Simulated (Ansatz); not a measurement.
`NC(F)[SeH]` + H₂ → H₂Se + `NCF` at 700 K and 1 bar (hydrogenolysis of the Se–C bond).

Gas-phase electronic energies from Ansatz, PBE0-D4/def2-TZVP geometries. CCSD(T)/CBS is the MP2 limit (def2-TZVPP, def2-QZVPP) plus CCSD(T) − MP2 in def2-TZVPP, frozen cores. This one scheme is used for every species. For Se outer-core shells are correlated without core-valence functions, which leaves a few kJ/mol of doubt a bond. Scalar relativity is left out up to krypton. Each species was taken in one conformer, which may not be the lowest.

```
     species  CCSD(T)/CBS energy (Eh)  H − E (kJ/mol)  S (J/(mol·K))
`NC(F)[SeH]`              -2595.64140           204.2          405.8
          H₂                 -1.17544            46.8          155.3
        H₂Se              -2401.89790            61.1          251.1
       `NCF`               -194.94856           194.8          321.8
```

H − E and S are ideal-gas, rigid-rotor, harmonic terms from PBE0-D4/def2-TZVP, for one conformer and one mirror image of each species. For small species the MP2-based limit differs from directly extrapolated CCSD(T) by up to some mEh (0.8 for H₂); such offsets cancel only in part. 1 Eh = 2625.50 kJ/mol, R = 8.31446 J/(mol·K).

Q: By hand: ΔE, ΔH, ΔS and ΔG.

A: ΔE = (-2401.89790) + (-194.94856) − (-2595.64140) − (-1.17544) = -0.02962 Eh = -77.8 kJ/mol. Δ(H − E) = 61.1 + 194.8 − 204.2 − 46.8 = 4.9, so ΔH = -72.9 kJ/mol. ΔS = 251.1 + 321.8 − 405.8 − 155.3 = 11.8 J/(mol·K). ΔG = -72.9 − 700 × (11.8)/1000 = -81.2 kJ/mol.

Q: By hand: the equilibrium constant, and the temperature at which ΔG would vanish if ΔH and ΔS stayed fixed.

A: log₁₀ K = −ΔG/(RT ln 10) = 6.1. ΔH and −TΔS have one sign here, so there is no such temperature.

The number of gas molecules stays the same, so ΔS is small and ΔH decides. A doubt of 5 kJ/mol in ΔE shifts log₁₀ K by 0.4 here. Other conformers and mirror images would add mixing entropy, several J/(mol·K) or more a flexible species. These are equilibria of isolated gas molecules and say nothing of rates. Largest T1 diagnostic: 0.011 (customary marks: 0.02 for closed shells, 0.045 for open ones).

ΔS is within the doubt of such terms, so its sign, and with it that verdict, could turn.
